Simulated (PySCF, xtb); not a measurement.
B₂HO₂, SMILES O=BB=[OH+], charge +1.

GFN2-xTB (xtb) at its own geometry gives an orbital gap of 5.03 eV.

Geometry: PBE-D3(BJ)/def2-TZVP. The isomer is the one that the SMILES or the coordinates give; other isomers of the formula were not compared. One conformer was computed; it need not be the lowest.

**Question.** What does PBE/def2-TZVPD (PySCF) give? (An estimate is asked for; the answer gives what the named calculation found.)

**Answer.** gap 4.67 eV (levels -14.71 and -10.04 eV).
